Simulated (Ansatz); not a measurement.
Ansatz (an electronic-structure program) input (HF/6-31G*):

Ansatz 0.2 input:
```yaml
crystal:
  periodic: [false, false, false]
  atoms:
    - {symbol: O, position_ang: [0.97814917, 1.60809137, 0.26242488]}
    - {symbol: Si, position_ang: [0.51402034, 0.18017991, -0.43385400]}
    - {symbol: O, position_ang: [1.46879787, -1.05612645, 0.11717220]}
    - {symbol: Si, position_ang: [-1.70020489, -0.41731178, 0.09943954]}
    - {symbol: H, position_ang: [1.21030712, 1.60329435, 1.18250730]}
    - {symbol: H, position_ang: [2.38221358, -1.07089545, -0.13468674]}
    - {symbol: H, position_ang: [-2.61730435, 0.62709673, -0.40277958]}
    - {symbol: H, position_ang: [-1.90786671, -0.55888709, 1.55844440]}
    - {symbol: H, position_ang: [-2.03634208, -1.69648165, -0.55845955]}
basis:
  gaussian:
    orbitals: 6-31G*
hamiltonian:
  xc: {name: HF}
magnetization: {spin_polarized: true, initial_magnetization: 1}
phonons: {temperatures: {t_min: 298.15, t_max: 298.15, t_step: 100}}
```

Output:

```
Functional definition: HF
integrals: 0.02 GiB planned
787 factors; integrals over basis functions are off by at most 7.6e-4 eV
mean field: 0.35 GiB planned
mean field evaluation 1: about -19873.6381 eV, gradient 3.1e1 eV
mean field evaluation 2: about -19873.7004 eV, gradient 3.1e1 eV
mean field evaluation 4: about -19877.7927 eV, gradient 2.6e0 eV
mean field evaluation 8: about -19877.8966 eV, gradient 3.0e-1 eV
mean field -19877.89971105 eV, -730.4993406566 hartree, gradient 1.5e-5 eV, S^2 0.756452; 0 other end points of the search recorded, 0 dependent functions left out
the calculation of the forces begins
reference -19877.89971105 eV, -730.4993406566 hartree; 25, 24 occupied and 53, 54 virtual orbitals, 787 factors
these checks for a lower state are left out or cut short: stability, starts, cluster_reference, orbital_swaps, neighbouring_geometries, increment
integrals: 0.02 GiB planned
787 factors; integrals over basis functions are off by at most 7.6e-4 eV
mean field: 0.35 GiB planned
mean field evaluation 16: about -19877.8996 eV, gradient 8.3e-2 eV
mean field -19877.89968337 eV, -730.4993396397 hartree, gradient 9.7e-7 eV, S^2 0.756447; 0 other end points of the search recorded, 0 dependent functions left out
the calculation of the forces begins
reference -19877.89968337 eV, -730.4993396397 hartree; 25, 24 occupied and 53, 54 virtual orbitals, 787 factors
these checks for a lower state are left out or cut short: stability, starts, cluster_reference, orbital_swaps, neighbouring_geometries, increment
integrals: 0.02 GiB planned
787 factors; integrals over basis functions are off by at most 7.6e-4 eV
mean field: 0.35 GiB planned
mean field -19877.89968597 eV, -730.4993397352 hartree, gradient 1.5e-6 eV, S^2 0.756456; 0 other end points of the search recorded, 0 dependent functions left out
the calculation of the forces begins
reference -19877.89968597 eV, -730.4993397352 hartree; 25, 24 occupied and 53, 54 virtual orbitals, 787 factors
these checks for a lower state are left out or cut short: stability, starts, cluster_reference, orbital_swaps, neighbouring_geometries, increment
integrals: 0.02 GiB planned
787 factors; integrals over basis functions are off by at most 7.6e-4 eV
mean field: 0.35 GiB planned
mean field evaluation 32: about -19877.8996 eV, gradient 3.1e-6 eV
mean field -19877.89962756 eV, -730.4993375885 hartree, gradient 3.1e-6 eV, S^2 0.756443; 0 other end points of the search recorded, 0 dependent functions left out
the calculation of the forces begins
reference -19877.89962756 eV, -730.4993375885 hartree; 25, 24 occupied and 53, 54 virtual orbitals, 787 factors
these checks for a lower state are left out or cut short: stability, starts, cluster_reference, orbital_swaps, neighbouring_geometries, increment
integrals: 0.02 GiB planned
787 factors; integrals over basis functions are off by at most 7.6e-4 eV
mean field: 0.35 GiB planned
mean field -19877.89963510 eV, -730.4993378657 hartree, gradient 3.2e-6 eV, S^2 0.756460; 0 other end points of the search recorded, 0 dependent functions left out
the calculation of the forces begins
reference -19877.89963510 eV, -730.4993378657 hartree; 25, 24 occupied and 53, 54 virtual orbitals, 787 factors
these checks for a lower state are left out or cut short: stability, starts, cluster_reference, orbital_swaps, neighbouring_geometries, increment
integrals: 0.02 GiB planned
787 factors; integrals over basis functions are off by at most 7.6e-4 eV
mean field: 0.35 GiB planned
mean field -19877.89951532 eV, -730.4993334636 hartree, gradient 1.8e-6 eV, S^2 0.756459; 0 other end points of the search recorded, 0 dependent functions left out
the calculation of the forces begins
reference -19877.89951532 eV, -730.4993334636 hartree; 25, 24 occupied and 53, 54 virtual orbitals, 787 factors
these checks for a lower state are left out or cut short: stability, starts, cluster_reference, orbital_swaps, neighbouring_geometries, increment
integrals: 0.02 GiB planned
787 factors; integrals over basis functions are off by at most 7.6e-4 eV
mean field: 0.35 GiB planned
mean field -19877.89951999 eV, -730.4993336353 hartree, gradient 1.1e-6 eV, S^2 0.756445; 0 other end points of the search recorded, 0 dependent functions left out
the calculation of the forces begins
reference -19877.89951999 eV, -730.4993336353 hartree; 25, 24 occupied and 53, 54 virtual orbitals, 787 factors
these checks for a lower state are left out or cut short: stability, starts, cluster_reference, orbital_swaps, neighbouring_geometries, increment
integrals: 0.02 GiB planned
787 factors; integrals over basis functions are off by at most 7.6e-4 eV
mean field: 0.35 GiB planned
mean field -19877.89962117 eV, -730.4993373537 hartree, gradient 2.2e-6 eV, S^2 0.756465; 0 other end points of the search recorded, 0 dependent functions left out
[...]
the calculation of the forces begins
reference -19877.89969709 eV, -730.4993401436 hartree; 25, 24 occupied and 53, 54 virtual orbitals, 787 factors
these checks for a lower state are left out or cut short: stability, starts, cluster_reference, orbital_swaps, neighbouring_geometries, increment
integrals: 0.02 GiB planned
787 factors; integrals over basis functions are off by at most 7.6e-4 eV
mean field: 0.35 GiB planned
mean field -19877.89970421 eV, -730.4993404055 hartree, gradient 3.0e-6 eV, S^2 0.756442; 0 other end points of the search recorded, 0 dependent functions left out
the calculation of the forces begins
reference -19877.89970421 eV, -730.4993404055 hartree; 25, 24 occupied and 53, 54 virtual orbitals, 787 factors
these checks for a lower state are left out or cut short: stability, starts, cluster_reference, orbital_swaps, neighbouring_geometries, increment
integrals: 0.02 GiB planned
787 factors; integrals over basis functions are off by at most 7.6e-4 eV
mean field: 0.35 GiB planned
mean field -19877.89970339 eV, -730.4993403751 hartree, gradient 1.4e-6 eV, S^2 0.756462; 0 other end points of the search recorded, 0 dependent functions left out
the calculation of the forces begins
reference -19877.89970339 eV, -730.4993403751 hartree; 25, 24 occupied and 53, 54 virtual orbitals, 787 factors
these checks for a lower state are left out or cut short: stability, starts, cluster_reference, orbital_swaps, neighbouring_geometries, increment
integrals: 0.02 GiB planned
787 factors; integrals over basis functions are off by at most 7.6e-4 eV
mean field: 0.35 GiB planned
mean field -19877.89970419 eV, -730.4993404047 hartree, gradient 2.3e-6 eV, S^2 0.756449; 0 other end points of the search recorded, 0 dependent functions left out
the calculation of the forces begins
reference -19877.89970419 eV, -730.4993404047 hartree; 25, 24 occupied and 53, 54 virtual orbitals, 787 factors
these checks for a lower state are left out or cut short: stability, starts, cluster_reference, orbital_swaps, neighbouring_geometries, increment
integrals: 0.02 GiB planned
787 factors; integrals over basis functions are off by at most 7.6e-4 eV
mean field: 0.35 GiB planned
mean field evaluation 288: about -19877.8997 eV, gradient 2.2e-5 eV
mean field -19877.89970309 eV, -730.4993403641 hartree, gradient 2.3e-6 eV, S^2 0.756455; 0 other end points of the search recorded, 0 dependent functions left out
the calculation of the forces begins
reference -19877.89970309 eV, -730.4993403641 hartree; 25, 24 occupied and 53, 54 virtual orbitals, 787 factors
these checks for a lower state are left out or cut short: stability, starts, cluster_reference, orbital_swaps, neighbouring_geometries, increment
integrals: 0.02 GiB planned
787 factors; integrals over basis functions are off by at most 7.7e-4 eV
mean field: 0.35 GiB planned
mean field -19877.89965010 eV, -730.4993384169 hartree, gradient 1.9e-6 eV, S^2 0.756459; 0 other end points of the search recorded, 0 dependent functions left out
the calculation of the forces begins
reference -19877.89965010 eV, -730.4993384169 hartree; 25, 24 occupied and 53, 54 virtual orbitals, 787 factors
these checks for a lower state are left out or cut short: stability, starts, cluster_reference, orbital_swaps, neighbouring_geometries, increment
integrals: 0.02 GiB planned
787 factors; integrals over basis functions are off by at most 7.6e-4 eV
mean field: 0.35 GiB planned
mean field -19877.89965136 eV, -730.4993384631 hartree, gradient 2.3e-6 eV, S^2 0.756445; 0 other end points of the search recorded, 0 dependent functions left out
the calculation of the forces begins
reference -19877.89965136 eV, -730.4993384631 hartree; 25, 24 occupied and 53, 54 virtual orbitals, 787 factors
these checks for a lower state are left out or cut short: stability, starts, cluster_reference, orbital_swaps, neighbouring_geometries, increment
integrals: 0.02 GiB planned
787 factors; integrals over basis functions are off by at most 7.6e-4 eV
mean field: 0.35 GiB planned
mean field -19877.89970221 eV, -730.4993403317 hartree, gradient 9.8e-7 eV, S^2 0.756455; 0 other end points of the search recorded, 0 dependent functions left out
the calculation of the forces begins
reference -19877.89970221 eV, -730.4993403317 hartree; 25, 24 occupied and 53, 54 virtual orbitals, 787 factors
these checks for a lower state are left out or cut short: stability, starts, cluster_reference, orbital_swaps, neighbouring_geometries, increment
integrals: 0.02 GiB planned
787 factors; integrals over basis functions are off by at most 7.6e-4 eV
mean field: 0.35 GiB planned
mean field -19877.89970088 eV, -730.4993402829 hartree, gradient 9.9e-7 eV, S^2 0.756448; 0 other end points of the search recorded, 0 dependent functions left out
the calculation of the forces begins
reference -19877.89970088 eV, -730.4993402829 hartree; 25, 24 occupied and 53, 54 virtual orbitals, 787 factors
these checks for a lower state are left out or cut short: stability, starts, cluster_reference, orbital_swaps, neighbouring_geometries, increment
integrals: 0.02 GiB planned
787 factors; integrals over basis functions are off by at most 7.6e-4 eV
mean field: 0.35 GiB planned
mean field evaluation 320: about -19877.8997 eV, gradient 2.4e-6 eV
mean field -19877.89966224 eV, -730.4993388629 hartree, gradient 2.4e-6 eV, S^2 0.756453; 0 other end points of the search recorded, 0 dependent functions left out
the calculation of the forces begins
reference -19877.89966224 eV, -730.4993388629 hartree; 25, 24 occupied and 53, 54 virtual orbitals, 787 factors
these checks for a lower state are left out or cut short: stability, starts, cluster_reference, orbital_swaps, neighbouring_geometries, increment
integrals: 0.02 GiB planned
787 factors; integrals over basis functions are off by at most 7.6e-4 eV
mean field: 0.35 GiB planned
mean field -19877.89966143 eV, -730.4993388333 hartree, gradient 2.3e-6 eV, S^2 0.756450; 0 other end points of the search recorded, 0 dependent functions left out
the calculation of the forces begins
reference -19877.89966143 eV, -730.4993388333 hartree; 25, 24 occupied and 53, 54 virtual orbitals, 787 factors
these checks for a lower state are left out or cut short: stability, starts, cluster_reference, orbital_swaps, neighbouring_geometries, increment
integrals: 0.02 GiB planned
787 factors; integrals over basis functions are off by at most 7.6e-4 eV
mean field: 0.35 GiB planned
mean field -19877.89969246 eV, -730.4993399737 hartree, gradient 2.9e-6 eV, S^2 0.756451; 0 other end points of the search recorded, 0 dependent functions left out
the calculation of the forces begins
reference -19877.89969246 eV, -730.4993399737 hartree; 25, 24 occupied and 53, 54 virtual orbitals, 787 factors
these checks for a lower state are left out or cut short: stability, starts, cluster_reference, orbital_swaps, neighbouring_geometries, increment
integrals: 0.02 GiB planned
787 factors; integrals over basis functions are off by at most 7.6e-4 eV
mean field: 0.35 GiB planned
mean field -19877.89969325 eV, -730.4993400027 hartree, gradient 2.9e-6 eV, S^2 0.756453; 0 other end points of the search recorded, 0 dependent functions left out
the calculation of the forces begins
reference -19877.89969325 eV, -730.4993400027 hartree; 25, 24 occupied and 53, 54 virtual orbitals, 787 factors
Total energy: -19877.89971105 eV, -730.4993406566 hartree
Atom 0 at     0.978149     1.608091     0.262425 Å, force    -0.000549    -0.001597    -0.000549 eV/Å
Atom 1 at     0.514020     0.180180    -0.433854 Å, force     0.001059     0.000733     0.000753 eV/Å
Atom 2 at     1.468798    -1.056126     0.117172 Å, force    -0.000671     0.000292    -0.000197 eV/Å
Atom 3 at    -1.700205    -0.417312     0.099440 Å, force    -0.000492    -0.000218     0.000425 eV/Å
Atom 4 at     1.210307     1.603294     1.182507 Å, force     0.000101    -0.000008    -0.000177 eV/Å
Atom 5 at     2.382214    -1.070895    -0.134687 Å, force     0.000022     0.000411     0.000098 eV/Å
Atom 6 at    -2.617304     0.627097    -0.402780 Å, force     0.000094    -0.000059     0.000146 eV/Å
Atom 7 at    -1.907867    -0.558887     1.558444 Å, force     0.000162     0.000218    -0.000338 eV/Å
Atom 8 at    -2.036342    -1.696482    -0.558460 Å, force     0.000273     0.000227    -0.000161 eV/Å
Dipole moment:     0.312208    -0.031543     0.093005 e Å
Vibrations: 96.68 153.64 169.05 224.71 256.77 379.90 461.36 575.92 581.52 839.12 893.97 924.57 937.64 995.87 1027.26 1029.42 2348.68 2368.63 2372.89 4097.57 4122.05 cm⁻¹, zero-point energy 1.540950 eV
```

The blocks after the first are displaced geometries, from whose forces the wavenumbers follow.
